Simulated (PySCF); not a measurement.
**Correlation energy of B (boron, neutral)**

[He] 2s2 3d1, 2D determinant (an excited configuration). Computed with PySCF 2.14 in aug-cc-pVQZ with one added diffuse shell each of s, p, d, f, g type (7s6p5d4f3g, 105 functions), with the non-relativistic Hamiltonian (point nucleus). Frozen: 1s2; 3 electrons correlated.

MP2 pair energies summed by pair of shells (mhartree):

| pair | energy | share (%) |
| --- | --- | --- |
| 2s-2s | -38.06 | 95.3 |
| 2s-3d | -1.89 | 4.7 |

Total MP2 correlation energy: -39.95 mhartree.

Same-spin part -0.78 and opposite-spin part -39.17 mhartree; SCS-MP2 scales them by 1/3 and 6/5 to -47.27 mhartree.
